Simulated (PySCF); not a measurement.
## Fractional electron number in Ru⁻ (ruthenium, charge -1)

The 5s beta orbital of [Kr] 4d7 5s2 is emptied in steps (occupation f), with all orbitals relaxed, ending at [Kr] 4d7 5s1. Computed with PySCF 2.14 in def2-TZVPPD with the def2 core potential (28 electrons) (6s4p3d2f1g, 56 functions), with a scalar-relativistic core potential. The exact energy is a straight line in f; departures are measured from the line between the end points of the same method.

Question: Among PBE0, r2SCAN, LC-wPBE, which shows the largest delocalisation error (convex curve), and which is closest to linear?

Answer: Most convex: r2SCAN (-0.515 eV at f = 0.5); closest to linear: LC-wPBE (0.052 eV).

| f | PBE0 (eV) | r2SCAN (eV) | LC-wPBE (eV) |
| --- | --- | --- | --- |
| 1 | 0.000 | 0.000 | 0.000 |
| 0.75 | -0.315 | -0.387 | 0.040 |
| 0.5 | -0.422 | -0.515 | 0.052 |
| 0.25 | -0.318 | -0.384 | 0.037 |
| 0 | 0.000 | 0.000 | 0.000 |

| method | E(f=0) − E(f=1) (eV) | −ε at f=1 (eV) | −ε at f=0.5 (eV) |
| --- | --- | --- | --- |
| PBE0 | 0.533 | -1.139 | 0.524 |
| r2SCAN | 0.580 | -1.500 | 0.584 |
| LC-wPBE | 0.261 | 0.470 | 0.253 |

At f = 1 the orbital energy is positive for PBE0, r2SCAN: only the finite basis holds the electron.

Reference removal energy between the ground levels: 1.046 eV (measured; photodetachment measurements, as compiled on the Wikipedia data page of electron affinities). The calculation has no spin-orbit coupling.
